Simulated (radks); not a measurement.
Results of a calculation; reference values are marked as such.
Dipole-allowed excitations along the series with 46 electrons in [Kr] 4d10. Level of theory: scalar-relativistic Kohn-Sham, LDA (Slater exchange, Perdew-Wang correlation), spin-polarised, spherical densities, finite nucleus; Fermi nuclear charge, rms radius of each element as measured or else 0.836 A^(1/3) + 0.57 fm (a radial shooting solver on a logarithmic mesh with Libxc functionals). Time-dependent linear response with the Hartree and adiabatic LDA kernel, continuum included through the Sternheimer equations, no spin-orbit coupling, so fine structure and intercombination lines are absent. Lines are the poles of the dipole polarisability below minus the highest occupied eigenvalue, found on a grid refined at the orbital gaps; the lowest seven at most are given, and weak or close lines can be missed. The first line takes the name of the lowest orbital gap if no other gap lies below it; otherwise a line is named after a gap within 0.6 % of it, if that gap stands alone.

species  -e(HOMO) (eV)  lowest orbital gap (eV)  first line (eV)      f  strongest line (eV)  its f  static alpha (bohr^3)
Sb5+            89.871             4d-5p 40.368   41.300 (4d-5p)  0.937  65.816 (unassigned)   1.85                  1.773
Te6+            113.92             4d-5p 49.945   50.954 (4d-5p)  0.967  77.981 (unassigned)   4.25                  1.351
I7+             139.97             4d-5p 60.195   61.280 (4d-5p)  0.988  90.251 (unassigned)   6.07                  1.063
